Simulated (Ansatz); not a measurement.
`CO[SiH](Cl)OC`. Charge 0, multiplicity 1. The structure was optimised at the PBE0-D4/def2-TZVP level. It is one conformer, not always the lowest.

```xyz
13

C    -0.177    0.091   -2.638
O    -0.522    0.410   -1.307
Si    0.101   -0.285    0.012
Cl    2.154   -0.115    0.011
O    -0.531    0.517    1.265
C    -0.200    0.303    2.620
H    -0.372   -0.963   -2.862
H     0.878    0.304   -2.832
H    -0.789    0.706   -3.299
H    -0.179   -1.736    0.073
H    -0.829    0.956    3.225
H    -0.383   -0.735    2.919
H     0.849    0.546    2.811
```

Q: What is the dipole moment at ωB97M-V/def2-TZVPP? (An estimate is asked.)

A: Computed: 0.96 D, with components (-0.33, -0.90, 0.04) D in this frame, pointing from negative to positive charge.

Q: And with PBE, r2SCAN, B3LYP? (Best estimate.)

A: Ansatz gave: PBE 0.88 D, r2SCAN 0.92 D, B3LYP 0.97 D.

Q: Give the Mulliken charges with ωB97M-V, PBE, r2SCAN in def2-TZVPP. (Estimate.)

A: Ansatz gave: 
```
atom  ωB97M-V    PBE  r2SCAN
  C1    -0.19  -0.15    0.00
  O2    -0.34  -0.28   -0.36
 Si3     0.62   0.58    0.71
 Cl4    -0.24  -0.25   -0.27
  O5    -0.34  -0.28   -0.36
  C6    -0.19  -0.15    0.00
  H7     0.11   0.10    0.06
  H8     0.12   0.10    0.07
  H9     0.13   0.11    0.07
 H10    -0.05  -0.10   -0.10
 H11     0.13   0.11    0.07
 H12     0.11   0.10    0.06
 H13     0.12   0.10    0.07
```

B3LYP here is the variant with VWN-RPA as its local correlation; programs differ in this.
